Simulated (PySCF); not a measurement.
C4H7, SMILES C=C([CH2])C, multiplicity 2.

The structure is a stationary point at B3LYP-D3(BJ)/def2-SVP. The isomer is the one that the SMILES or the coordinates give; other isomers of the formula were not compared.

Computed with TDA-M06-2X/def2-SVPD run with PySCF.

Vertical excitations. 

Computed UV-visible absorptions:
```json
[
 {"state": "root 1", "energy (eV)": "3.45", "λ (nm)": "359", "f": "0.014", "main pairs": "α HOMO→LUMO+1 24 %, β HOMO→LUMO 71 %"},
 {"state": "root 2", "energy (eV)": "5.25", "λ (nm)": "236", "f": "0.000", "main pairs": "α HOMO→LUMO 90 %"},
 {"state": "root 3", "energy (eV)": "5.66", "λ (nm)": "219", "f": "0.361", "main pairs": "α HOMO→LUMO+1 71 %, β HOMO→LUMO 23 %"},
 {"state": "root 4", "energy (eV)": "5.94", "λ (nm)": "209", "f": "0.001", "main pairs": "β HOMO−1→LUMO 94 %"},
 {"state": "root 5", "energy (eV)": "6.08", "λ (nm)": "204", "f": "0.003", "main pairs": "β HOMO−2→LUMO 48 %, β HOMO−3→LUMO 46 %"},
 {"state": "root 6", "energy (eV)": "6.21", "λ (nm)": "200", "f": "0.026", "main pairs": "α HOMO→LUMO+3 93 %"},
 {"state": "root 7", "energy (eV)": "6.35", "λ (nm)": "195", "f": "0.000", "main pairs": "α HOMO→LUMO+2 82 %"},
 {"state": "root 8", "energy (eV)": "6.74", "λ (nm)": "184", "f": "0.002", "main pairs": "α HOMO−1→LUMO+1 34 %, β HOMO→LUMO+4 55 %"},
 {"state": "root 9", "energy (eV)": "6.83", "λ (nm)": "181", "f": "0.001", "main pairs": "β HOMO−3→LUMO 41 %, β HOMO−2→LUMO 37 %, β HOMO−5→LUMO 15 %"},
 {"state": "root 10", "energy (eV)": "7.05", "λ (nm)": "176", "f": "0.002", "main pairs": "α HOMO→LUMO+4 88 %"}
]
```
Unrestricted roots are not spin-pure.
